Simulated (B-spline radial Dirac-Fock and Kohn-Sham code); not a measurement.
**Core-level shifts of aluminum with charge state**

Model: ΔSCF Dirac-Fock with Breit, self-energy and vacuum polarisation, finite nucleus, configuration average. Program: a radial atomic solver. Each ion is free and in its tabulated ground configuration. The model has no electron correlation.

Reference: Al, [Ne] 3s2 3p1, with 1s 1568.1 eV, 2s 128.0 eV, 2p1/2 80.99 eV, 2p3/2 80.58 eV. Shifts from it, in eV (a dash: the subshell is empty, belongs to an open shell averaged over j, or its hole state is left out as unreliable):

```csv
ion,configuration,1s,2s,2p1/2,2p3/2
Al⁺,[Ne] 3s2,?,?,?,?
Al²⁺,[Ne] 3s1,–,–,+23.0,+23.0
Al³⁺,[He] 2s2 2p6,+39.8,+37.3,+37.8,+37.8
Al⁴⁺,[He] 2s2 2p5,+86.6,+69.7,–,–
```

Q: Give the missing shifts for Al⁺.

A: 1s +10.4, 2s +10.0, 2p1/2 +9.9, 2p3/2 +9.9 (eV).

Values without a named source are computed, but for edge energies of neutral atoms, which are taken from tables.
